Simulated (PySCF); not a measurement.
# Ionisation energy of N²⁺ by level of theory

N²⁺ [He] 2s2 2p1 [2p1/2^1, M_J = 1/2] → N³⁺ [He] 2s2, as a difference of total energies. All numbers are calculated (PySCF 2.14, the two-component X2C-1e Hamiltonian, in an uncontracted even-tempered set (19 s from 0.12 bohr⁻², ratio 2.4; 11 p from 0.16 bohr⁻², ratio 2.4; 6 d from 0.95 bohr⁻², ratio 2.6; 5 f from 1.4 bohr⁻², ratio 2.6)). Correlated levels: nothing frozen; the 30 highest virtual spinors dropped. "Screened" scales the spin-orbit matrix elements by Boettger's factors to mimic the two-electron term; Breit and QED terms are absent.

```csv
method,ionisation energy (eV),difference from reference (eV)
GHF (spin-free),47.318,-0.127
GMP2 (spin-free),47.569,+0.124
GHF (screened spin-orbit),47.333,-0.112
GMP2 (screened spin-orbit),47.583,+0.138
```

Reference: 47.445 eV (semi-empirical (NIST evaluation); NIST Atomic Spectra Database, ionization energies).
